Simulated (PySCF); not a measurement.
Isomers of C2H13Ge3N, from PBE0-D3(BJ)/def2-SVP geometry optimisation, gas phase in PySCF 2.14.0. One conformer each, no zero-point energy, no frequencies.

Problem. Which isomer lies lowest at this level?
A. `[CH3:1][N:2]([CH3:3])[GeH:4]([GeH3:5])[GeH3:6]` with C1–N2–Ge4–Ge5 -72°: A = 1031, B = 696.3, C = 479.7 MHz, dipole 0.68 D
B. `[CH3:1][N:2]([CH3:3])[GeH2:4][GeH2:5][GeH3:6]` with C1–N2–Ge4–Ge5 -69°, N2–Ge4–Ge5–Ge6 64°: A = 1445, B = 538.6, C = 454.4 MHz, dipole 0.54 D
C. `[CH3:1][CH2:2][NH:3][GeH2:4][GeH2:5][GeH3:6]` with C1–C2–N3–Ge4 -83°, C2–N3–Ge4–Ge5 67°, N3–Ge4–Ge5–Ge6 173°: A = 2288, B = 409.6, C = 359.0 MHz, dipole 1.11 D

Solution. C. That is `CC[NH][GeH2][GeH2][GeH3]`, 6.5 kcal/mol below the next.

```
                    SMILES                                   mapped SMILES       E (Eh)  relative (kcal/mol)  relative (kJ/mol)  dipole (D)
  CC[NH][GeH2][GeH2][GeH3]    [CH3:1][CH2:2][NH:3][GeH2:4][GeH2:5][GeH3:6]  -6367.98856                  0.0                0.0        1.11
 C[N](C)[GeH2][GeH2][GeH3]   [CH3:1][N:2]([CH3:3])[GeH2:4][GeH2:5][GeH3:6]  -6367.97825                  6.5               27.1        0.54
C[N](C)[GeH]([GeH3])[GeH3]  [CH3:1][N:2]([CH3:3])[GeH:4]([GeH3:5])[GeH3:6]  -6367.97666                  7.5               31.2        0.68
```

As drawn, the lowest has an N–H bond, which the highest lacks.
